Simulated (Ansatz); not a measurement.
## How the barrier moves along a series

Four-centre ligand exchange: in every member these bonds form or tighten: Cl–H, O–Si; these break or loosen: Cl–Si, H–O. Only the spectator groups change.

Gas-phase electronic energies, without zero-point energy, by CCSD(T) at an estimated basis limit (MP2 extrapolated from triple and quadruple zeta, plus CCSD(T) − MP2 in triple zeta); Ansatz 0.2.0, def2-TZVPP and QZVPP, frozen cores, on PBE0-D4/def2-TZVP structures. Extrapolation: Hartree–Fock as exp(−7.88 √X), correlation as X^−2.97. All energies, in eV, count from the separated reactants, without counterpoise correction; the start and end structures are the complexes reached by relaxing down from the saddle, and deeper ones may exist. Brackets give SMILES, or, where every atom is bracketed, only which atoms are joined. Steps whose reference was doubtful or whose search ended elsewhere are left out.

| reactants | products | start structure | saddle | end structure | saddle by PBE0-D4/TZ |
| --- | --- | --- | --- | --- | --- |
| SiHCl₃ ([Cl][SiH]([Cl])[Cl]) + H₂O | SiH₂Cl₂O ([OH][SiH]([Cl])[Cl]) + HCl | -0.076 | 0.843 | -0.282 | 0.686 |
| SiCl₄ ([Cl][Si]([Cl])([Cl])[Cl]) + H₂O | SiHCl₃O ([OH][Si]([Cl])([Cl])[Cl]) + HCl | -0.076 | 1.023 | -0.304 | 0.872 |
| SiH₃Cl ([SiH3][Cl]) + H₂O | SiH₄O ([OH][SiH3]) + HCl | -0.123 | ? | -0.100 | 0.737 |
| SiNH₄Cl ([NH2][SiH2][Cl]) + H₂O | SiNH₅O ([NH2][SiH2][OH]) + HCl | -0.127 | 0.615 | -0.169 | 0.521 |
| Si₂H₅Cl ([SiH3][SiH2][Cl]) + H₂O | Si₂H₆O ([OH][SiH2][SiH3]) + HCl | -0.156 | 0.796 | -0.071 | 0.682 |

Q: Fit a straight line of the saddle against the PBE0-D4 saddle to the 4 complete rows, and use it to predict the missing value.

A: Means: x̄ = 0.690, ȳ = 0.819. Σ(x − x̄)(y − ȳ) = 0.07169 and Σ(x − x̄)² = 0.06176, so the slope is 1.161 (correlation 0.99). For x = 0.737: y = 0.819 + 1.161 × (0.737 − (0.690)) = 0.874 eV. The calculation gives 0.877 eV, so the line misses by 0.003 eV.

Above its own start structure that saddle lies 1.000 eV.

Q: With the table complete: take k = (k_BT/h) exp(−E/k_BT), E being the saddle less the start structure. Which steps would take under a second at 373 K (100 °C)?

A: k = 1 s⁻¹ needs E = k_BT ln(k_BT/h × 1 s) = 0.03214 eV × 29.7 = 0.95 eV. Zero-point energy and entropy, left out here, can move a barrier by 0.15 eV or more, so: clearly faster: SiNH₄Cl ([NH2][SiH2][Cl]) + H₂O (0.742); too close to call: SiHCl₃ ([Cl][SiH]([Cl])[Cl]) + H₂O (0.919), SiCl₄ ([Cl][Si]([Cl])([Cl])[Cl]) + H₂O (1.099), SiH₃Cl ([SiH3][Cl]) + H₂O (1.000), Si₂H₅Cl ([SiH3][SiH2][Cl]) + H₂O (0.952) (barriers in eV). These are rates out of the complex; where it is weakly bound it falls apart first at this temperature, and the saddle's height above the separated reactants, with the entropy of meeting, sets the rate.

Q: How do the PBE0-D4 saddles lie against the coupled-cluster estimate?

A: All lower, by 0.094 to 0.157 eV.

This is the kind of ligand exchange by which a precursor binds to a hydroxyl group, or is hydrolysed, in atomic layer deposition of oxides.

T1 diagnostic: at most 0.012.

For scale, one of the runs: CCSD(T)/def2-TZVPP, 269 basis functions, launched by `ansatz run in.yaml --threads 8 --pin off --events-out ev --progress --plain --max-ram 19148MiB`. Time: 67 s of wall clock on 8 CPU threads of an INTEL XEON PLATINUM 8581C; the host was shared. Peak host memory: 6.3 GiB.
